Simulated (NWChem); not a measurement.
System: TiH₂Cl₂; SMILES [Cl][TiH2][Cl]

Q: Give the equilibrium geometry at B3LYP/6-31G* (spherical d) (NWChem) as a list of bonds and angles, with the point group.

A: point group C2v; any orientation.
Bond lengths (Å): Ti1–Cl2 2.175, Ti1–Cl3 2.175, Ti1–H4 1.680, Ti1–H5 1.680. Bond angles (°): Cl2–Ti1–Cl3 120.7, Cl2–Ti1–H4 107.2, Cl2–Ti1–H5 107.2, Cl3–Ti1–H4 107.2, Cl3–Ti1–H5 107.2, H4–Ti1–H5 106.5.
